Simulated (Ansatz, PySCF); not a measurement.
ClCs, charge +1, doublet, at a GFN2-xTB geometry (such geometries of metal compounds can be far from the true shape) (a state made from the parent by changing its charge; the spin is typed, not shown lowest) (core potentials on Cs). Base run: WB97X/def2-TZVP (PySCF).

The PySCF input:
```python
from pyscf import gto, scf, dft

mol = gto.Mole()
mol.atom = '''
    Cs   -0.000000   -0.000000   -0.811463
    Cl    0.000000    0.000000    2.625321
'''
mol.basis = 'def2-tzvp'
mol.ecp = {'Cs': 'def2-tzvp'}
mol.charge = 1
mol.spin = 1
mol.verbose = 4
mol.build()

mf = dft.UKS(mol)
mf.xc = 'wb97x'
mf.kernel()
```

The same geometry, method and basis name were run in Ansatz (a program for electronic structure) and PySCF, at each program's defaults and at the settings that a row names. The base is PySCF at its defaults. Differences at the defaults can come from grids, fitting, cores and function types together. The rows with settings made alike still differ; the cause (another SCF solution, basis table, core potential or functional code) wasn't traced.

```tsv
code and settings	ΔE vs base (µEh)	basis functions	E (Eh)	SCF cycles
PySCF, defaults (exact integrals, its default grid, spherical functions)	0.0	66	-480.15594	8
Ansatz, defaults (factorised integrals, its default grid, spherical functions)	431	66	-480.15551	-
PySCF, density fitting with def2-universal-jkfit	-6.1	66	-480.15595	8
PySCF, fine grid	1060	66	-480.15488	8
Ansatz, high accuracy	422	66	-480.15552	-
```

Open shells are given as the SCF converged; they aren't shown to be the lowest states, and a large step between rows can be another state.
